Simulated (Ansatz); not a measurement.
Basis-set extrapolation for `C[C@H]1[SiH2][C@@H]1C#N` (PBE0-D4/def2-TZVP geometry, frozen core, the Gaussian-basis code of Ansatz). Multiplicity 1, RHF reference.

```json
{"": "HF", "def2-TZVPP": "-498.967228", "def2-QZVPP": "-498.985076"}
{"": "MP2 correlation", "def2-TZVPP": "-0.965250", "def2-QZVPP": "-1.027574"}
{"": "CCSD(T) correlation", "def2-TZVPP": "-1.052643", "def2-QZVPP": "not run"}
```

Energies in hartree. Use E(X) = E(∞) + A·exp(−7.88·√X) for Hartree–Fock and E(X) = E(∞) + B·X^(−2.97) for correlation, with X = 3 and 4, and add CCSD(T) minus MP2 of the smaller set to the MP2 limit.

Task: What is the CCSD(T) energy at the basis-set limit?

Result: HF limit: -498.985076 + (-0.017848) × 0.13774 = -498.98753. MP2 limit: -1.027574 + (-0.062324) × 0.74074 = -1.07374. Higher-order term: -1.052643 − (-0.965250) = -0.08739. Total: -500.14866 hartree, 338.1 kJ/mol below CCSD(T)/def2-TZVPP.
